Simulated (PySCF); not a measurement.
# ECD: SMILES FC(F)[C@H]1[GeH2][CH2][C@@H]1S, C$_{4}$H$_{8}$F$_{2}$GeS

Geometry (Å), atoms numbered from 1 in this order:
```xyz
16

F    -2.0827    2.1383    0.3188
C    -0.9025    1.7081   -0.1887
F    -1.1923    1.2452   -1.4400
C    -0.3663    0.5767    0.6381
Ge   -1.2905   -1.1844    0.4343
C     0.6700   -1.5480    0.3349
C     0.9144   -0.0550    0.0822
S     2.4184    0.6312    0.8798
H    -0.2355    2.5771   -0.2986
H    -0.2353    0.9132    1.6666
H    -2.0751   -1.3266   -0.8338
H    -2.0749   -1.7075    1.6091
H     1.0974   -2.2027   -0.4210
H     1.0612   -1.8408    1.3094
H     1.0007    0.1504   -0.9860
H     3.2854   -0.0661    0.1507
```

The calculation used TDDFT LC-wPBE/def2-SVPD circular dichroism and optical rotation, one conformer, gas phase (PySCF 2.14.0). Geometry: GFN2-xTB.

The molecule is flexible and this is one conformer; a measurement averages over conformers. The calculation is non-relativistic, which matters for the atoms heavier than Zn.

Problem. What are the CIP labels of the stereocentres?

Solution. C4 R, C7 S.

Problem. Which excitations and rotatory strengths does the calculation give?

Solution. Rotatory strengths R in 10⁻⁴⁰ esu² cm², velocity form and length form (origin at the centre of mass); f in length form.
```
state  E (eV)  λ (nm)      f  R (velocity)  R (length)                                    main
    1    5.65     219  0.001          -2.1        -3.0      HOMO→LUMO+2 0.52, HOMO→LUMO+3 0.13
    2    6.68     186  0.040          -8.0        -7.5      HOMO→LUMO+1 0.62, HOMO→LUMO+2 0.14
    3    7.47     166  0.063         +14.9       +12.0        HOMO→LUMO 0.44, HOMO−2→LUMO 0.17
    4    7.90     157  0.014         -29.4       -27.1      HOMO→LUMO+4 0.71, HOMO→LUMO+5 0.09
    5    7.99     155  0.043         +48.4       +49.7    HOMO−1→LUMO 0.32, HOMO−2→LUMO+2 0.16
    6    8.03     154  0.112         +43.2       +42.9    HOMO−1→LUMO+2 0.25, HOMO−1→LUMO 0.18
    7    8.16     152  0.060          -1.3        -2.4      HOMO→LUMO+5 0.54, HOMO→LUMO+6 0.13
    8    8.28     150  0.009         -32.6       -32.6  HOMO−1→LUMO+1 0.19, HOMO−1→LUMO+2 0.16
    9    8.40     148  0.099         +16.9       +14.4    HOMO→LUMO+3 0.23, HOMO−1→LUMO+3 0.11
   10    8.51     146  0.045          +9.3        +8.2  HOMO−2→LUMO+2 0.12, HOMO−1→LUMO+6 0.10
   11    8.53     145  0.040         +21.8       +24.2     HOMO→LUMO+11 0.11, HOMO−2→LUMO 0.10
   12    8.61     144  0.009         +11.5       +12.6      HOMO−4→LUMO 0.15, HOMO−3→LUMO 0.14
   13    8.62     144  0.049         +65.3       +62.6    HOMO−2→LUMO 0.16, HOMO−1→LUMO+1 0.14
   14    8.73     142  0.105          -2.3        -3.9  HOMO−1→LUMO+3 0.12, HOMO−2→LUMO+1 0.10
   15    8.83     140  0.033         -23.3       -22.5  HOMO−1→LUMO+6 0.25, HOMO−1→LUMO+4 0.10
   16    8.97     138  0.150         -64.3       -64.7                      HOMO−2→LUMO+1 0.28
```

Among the states computed, the strongest CD band (largest |R|) is state 13. The largest dissymmetry factor in size, g = 4R/(D+G), with D and G the electric and magnetic dipole strengths, is -0.048 for state 8 (velocity form, f = 0.008), among bands with |R| over 0.5. The mirror image has the same energies and oscillator strengths and all R with the opposite sign.
